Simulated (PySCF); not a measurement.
C2H6O6Si2, SMILES O[Si](O)(O)C#C[Si](O)(O)O. Atoms are numbered in the order given.

```xyz
16

Si    -2.4517     0.0004     0.0002
O     -3.0060     1.3396    -0.7736
O     -3.0063     0.0008     1.5467
O     -3.0089    -1.3385    -0.7721
C     -0.6126    -0.0002    -0.0003
C      0.6126     0.0002    -0.0003
Si     2.4517    -0.0004     0.0002
O      3.0089     1.3385    -0.7721
O      3.0060    -1.3396    -0.7736
O      3.0063    -0.0008     1.5467
H     -2.7179     2.1917    -0.4346
H     -2.7295    -0.7261     2.1115
H     -2.7369    -1.4622    -1.6857
H      2.7369     1.4622    -1.6857
H      2.7179    -2.1917    -0.4346
H      2.7295     0.7261     2.1115
```

Coordinates come from a PBE0-D3(BJ)/def2-SVP optimisation. The structure was generated by enumeration, and PubChem lists no compound with its InChIKey, so it may never have been made. The values are those of a single conformer.

Calculation: TDA-ωB97X/def2-SVP run with PySCF.

Vertical excitations. Isolated molecule, no solvent.

Computed lowest excited states:
```json
[
 {"state": "S1", "energy (eV)": "5.70", "λ (nm)": "217", "f": "0.000", "main pairs": "HOMO→LUMO 46 %, HOMO−1→LUMO+1 44 %"},
 {"state": "S2", "energy (eV)": "5.98", "λ (nm)": "207", "f": "0.000", "main pairs": "HOMO−1→LUMO+1 47 %, HOMO→LUMO 45 %"},
 {"state": "S3", "energy (eV)": "5.98", "λ (nm)": "207", "f": "0.000", "main pairs": "HOMO−1→LUMO 46 %, HOMO→LUMO+1 46 %"},
 {"state": "S4", "energy (eV)": "8.31", "λ (nm)": "149", "f": "0.003", "main pairs": "HOMO−2→LUMO 83 %"},
 {"state": "S5", "energy (eV)": "8.31", "λ (nm)": "149", "f": "0.003", "main pairs": "HOMO−2→LUMO+1 83 %"},
 {"state": "S6", "energy (eV)": "8.86", "λ (nm)": "140", "f": "1.093", "main pairs": "HOMO→LUMO+1 19 %, HOMO−1→LUMO 19 %, HOMO−7→LUMO 12 %, HOMO−6→LUMO+1 12 %"},
 {"state": "S7", "energy (eV)": "8.90", "λ (nm)": "139", "f": "0.010", "main pairs": "HOMO−3→LUMO 38 %, HOMO−5→LUMO+3 10 %, HOMO−1→LUMO+2 9 %, HOMO−5→LUMO+1 8 %"},
 {"state": "S8", "energy (eV)": "8.91", "λ (nm)": "139", "f": "0.009", "main pairs": "HOMO−3→LUMO+1 35 %, HOMO−4→LUMO+3 10 %, HOMO→LUMO+2 10 %, HOMO−4→LUMO+1 10 %"},
 {"state": "S9", "energy (eV)": "9.09", "λ (nm)": "136", "f": "0.006", "main pairs": "HOMO−6→LUMO 26 %, HOMO−7→LUMO+1 17 %, HOMO−5→LUMO+2 9 %, HOMO−8→LUMO 7 %"},
 {"state": "S10", "energy (eV)": "9.09", "λ (nm)": "136", "f": "0.006", "main pairs": "HOMO−7→LUMO 21 %, HOMO−6→LUMO+1 20 %, HOMO−4→LUMO+2 10 %, HOMO−8→LUMO+1 8 %"},
 {"state": "T1", "energy (eV)": "4.69", "λ (nm)": "265", "f": "0", "main pairs": "HOMO−1→LUMO 43 %, HOMO→LUMO+1 43 %"},
 {"state": "T2", "energy (eV)": "5.19", "λ (nm)": "239", "f": "0", "main pairs": "HOMO→LUMO 44 %, HOMO−1→LUMO+1 43 %"},
 {"state": "T3", "energy (eV)": "5.19", "λ (nm)": "239", "f": "0", "main pairs": "HOMO→LUMO+1 44 %, HOMO−1→LUMO 44 %"},
 {"state": "T4", "energy (eV)": "5.70", "λ (nm)": "217", "f": "0", "main pairs": "HOMO−1→LUMO+1 45 %, HOMO→LUMO 45 %"}
]
```
Triplets are in the Tamm–Dancoff approximation.
